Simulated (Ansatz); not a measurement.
CH2OSi, SMILES `O=C=[SiH2]` (charge 0, multiplicity 1).

Cartesian coordinates (Å):
```xyz
5

O      1.9381    -0.1112    -0.7951
C      0.9145    -0.0191    -0.3104
Si    -0.5896     0.2523     0.7803
H     -1.2177     1.0165    -0.3585
H     -1.0453    -1.1385     0.4154
```
Charge 0, spin multiplicity 1.

Frozen-core energies in cc-pVTZ from Ansatz (a program for electronic structure) at a geometry from B3LYP-D3(BJ)/def2-TZVP; the HF reference has <S^2> = 0.00 and the T1 diagnostic is 0.021.

| level | energy (Ha) | difference from CCSDT(Q) (mHa) |
|---|---|---|
| HF | -402.82371 | 541.48 |
| MP2 | -403.31775 | 47.44 |
| CCSD | -403.33638 | 28.81 |
| CCSD(T) | -403.36232 | 2.87 |
| CCSDT | -403.36323 | 1.95 |
| CCSDT(Q) | -403.36519 | 0.00 |
